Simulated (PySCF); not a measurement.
# SMILES FC=C=C=C=C(SC)F, C6H4F2S

Cartesian coordinates in Å; atom numbers follow the order of the lines, from 1:
```xyz
13

C    -2.3390    0.4536    0.4265
S    -2.6485    0.0644   -1.3036
C    -1.0226   -0.2895   -1.8371
F    -1.0140   -0.5865   -3.1330
C     0.0801   -0.2824   -1.1075
C     1.0997   -0.2423   -0.3372
C     2.1271   -0.2014    0.4305
C     3.1649   -0.2313    1.2384
F     3.9273    0.8286    1.4892
H    -1.9095   -0.4111    0.9510
H    -3.3179    0.6993    0.8593
H    -1.6672    1.3184    0.5168
H     3.5026   -1.1224    1.7804
```

Method used: quadratic response CAM-B3LYP/aug-cc-pVDZ first hyperpolarisability, Taylor convention, gas phase (PySCF). Geometry: PBE0-D3(BJ)/def2-SVP.

**Question.** What is the first hyperpolarisability, and how does it disperse?

**Answer.** In au, Taylor convention; the vector part is βᵢ = ⅓ Σⱼ (βᵢⱼⱼ + βⱼᵢⱼ + βⱼⱼᵢ); β∥ is 3/5 of the vector part along the dipole, the dipole points from − to +:
| process | λ (nm) | β vector norm | β∥ | β HRS | depolarisation ratio |
| --- | --- | --- | --- | --- | --- |
| static β(0;0,0) | ∞ | 376.5 | 45.9 | 173.5 | 3.73 |
| second harmonic β(−2ω;ω,ω) | 1907 | 443.5 | 57.7 | 201.1 | 3.87 |
| Pockels β(−ω;ω,0) | 1907 | 397.3 | 49.5 | – | – |
| second harmonic β(−2ω;ω,ω) | 1064 | 659.1 | 94.8 | 289.9 | 4.16 |
| Pockels β(−ω;ω,0) | 1064 | 448.8 | 58.6 | – | – |

**Question.** Which lowest excitations, dipole and polarisabilities go with it?

**Answer.** S1 3.12 eV (f = 0.000); S2 3.90 eV (f = 0.000); S3 4.28 eV (f = 0.103); dipole 2.68 D; isotropic α 123.0 au static, 124.0 au at 1907 nm, 126.1 au at 1064 nm, 126.8 au at 953.5 nm, 137.0 au at 532 nm.
